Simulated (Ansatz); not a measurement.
Born–Oppenheimer molecular dynamics of H9NSSi2 (13 atoms, charge 0, multiplicity 1). It starts at the highest image of a converged band. Of that band: Neighbouring images differ by up to 1.4 eV, so the band resolves the path poorly. A vibrational analysis at the climbing image gives one clearly imaginary mode, 726i cm⁻¹: a first-order saddle point.

These are results of RKS PBE/def2-SVP in Ansatz 0.2.0, not measurements.

```yaml
ensemble: NVE (velocity Verlet)
time_step: 0.5 fs
steps_asked: 200
starting_velocities_drawn_for: 300 K
seed: 11501
```

First frame:

```xyz
13
Properties=species:S:1:pos:R:3
Si -0.227 0.504 -0.495
Si 0.208 -1.518 1.046
H 1.244 0.434 -0.860
H -1.578 0.627 0.187
N -0.817 0.587 -2.121
H 0.343 0.333 1.334
S 0.372 2.010 1.359
H 1.635 -1.856 1.409
H -0.696 -1.784 2.224
H -0.196 -2.500 -0.036
H -1.810 0.651 -2.356
H -0.210 0.567 -2.944
H 1.732 1.946 1.252
```

Question: How far do the bonds stretch over the last three quarters of this one trajectory? (Pairs bonded in most of those frames.)

Answer: 
```
   bond  mean (Å)  spread (Å)  shortest  longest
Si1–Si2     2.413       0.034      2.35     2.46
 Si1–H3     1.510       0.025      1.47     1.56
 Si1–H4     1.508       0.024      1.47     1.55
 Si1–N5     1.767       0.049      1.69     1.85
 Si2–H8     1.511       0.010      1.49     1.53
 Si2–H9     1.517       0.054      1.44     1.60
Si2–H10     1.514       0.013      1.49     1.54
 N5–H11     1.026       0.011      1.01     1.05
 N5–H12     1.025       0.008      1.01     1.04
  H6–S7     1.383       0.039      1.32     1.44
 S7–H13     1.363       0.006      1.35     1.37
```

Mean temperature of the second half: 1102 K. The conserved energy stayed within 0.087 meV per atom of its start (net change 0.029 meV per atom), so the integration is sound. The kinetic energy rose, since the run started high on the potential surface and went downhill. It ends in pieces (H2S + H7NSi2), so much of that is their flight and rotation, not heat. A run of 0.1 ps of so small a system gives no equilibrium averages. The orbitals stay closed-shell, which can raise the energy where a bond breaks towards radicals; this wasn't checked here.

The run took 2.4 min on 2 threads of AMD EPYC 9R45 96-Core Processor (Zen 5), with other jobs on the host, peak memory 0.18 GiB.
